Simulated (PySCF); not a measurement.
## Structure revision by computed shifts

A compound C₃H₁₂B₂N₂ gives the data below (simulated from a calculation) and was assigned the structure `C=C(C)[BH-]1[NH2+][BH2-][NH2+]1`.

13C{1H} NMR (computed): δ 157.2 (CH), 124.1 (CH2), 8.1 (CH3).

1H NMR (600 MHz, computed): δ 6.57 (dd, J = 20.7, 14.3 Hz, 1H), 5.68 (dd, J = 14.3, 2.7 Hz, 1H), 5.18 (dd, J = 20.7, 2.7 Hz, 1H), 3.68 (br, 1H), 3.50 (br, 1H), 1.80 (br s, 2H), 0.90 (br s, 2H), -0.02 (s, 3H).

- B3LYP/pcJ-1 coupling constants (spin–dipole term only in couplings to heteroatoms)
- shielding tensors at PBE0/pcSseg-1 (GIAO)
- PBE0-D3(BJ)/def2-SVP structure
- run in PySCF
- a single conformation, gas phase, relativity neglected, one averaged value for each set of equivalent atoms

Shifts are taken against calculated references (same method and geometry level): 1H (31.27 ppm) and 13C (184.41 ppm) against TMS.

Task: Compare with the shifts computed for the proposed structure, pairing carbons in order of shift.

Result: Numbering as in the mapped SMILES `[CH2:1]=[C:2]([CH3:3])[BH-:4]1[NH2+:5][BH2-:6][NH2+:7]1`. Each H is labelled by its parent atom.

```json
{"atom": "C2", "computed for proposal": "163.8", "given list": "157.2", "difference": "+6.6"}
{"atom": "C1", "computed for proposal": "118.3", "given list": "124.1", "difference": "-5.8"}
{"atom": "C3", "computed for proposal": "24.6", "given list": "8.1", "difference": "+16.5"}
```

The rms difference is 10.8 ppm and the largest +16.5 ppm at C3 (allylic methyl carbon). The carbon types in order of shift don't match either: C, CH2, CH3 for the proposal against CH, CH2, CH3 in the data. The proposal doesn't fit.

Task: Which isomer fits?

Result: `[B@H-]1(C)[NH2+][B@@H-](C=C)[NH2+]1`.

- δC 157.2: alkene CH; as expected for a trigonal carbon in a double bond.
- δC 124.1: terminal =CH2 carbon; an sp2 carbon of a C=C bond.
- δH 5.68, 5.18: hydrogen on a terminal =CH2 carbon; olefinic region.
- δH 1.80, 0.90: hydrogen on a donor nitrogen of a Lewis adduct; exchangeable, gas-phase position.
- The protons at 5.18 and 6.57 share a coupling of 20.7 Hz (vicinal, trans across C=C).
- The protons at 5.68 and 6.57 share a coupling of 14.3 Hz (vicinal, cis across C=C).
- The protons at 3.50 and -0.02 share a coupling of 5.6 Hz (vicinal).

The shifts were computed for this structure.

The OH or NH signal is concentration- and solvent-dependent in practice; the value given is the gas-phase one. Hydrogens on boron are broadened and split by 11B (spin 3/2, 80 %) and 10B (spin 3). A carbon bonded to boron is broadened by the quadrupolar boron nucleus and is often missing from a measured spectrum. Splittings below 1 Hz are ignored in the labels, and close J values are merged. Unscaled 3J(H,H) at this level run about 10 % above measured values. Shifts are as computed. Against solution values, carbons near 30 ppm lie about +2 ppm off and those near 130 ppm about +5 ppm. Of 1313 compounds with measured shifts, 239 miss one by over three times the rms of a fit or turn the order of signals round; such compounds aren't used in these exercises. Couplings to exchangeable protons are dropped. Vicinal couplings across rotatable single bonds and in flexible rings belong to the one computed conformer; a conformer average would change them.
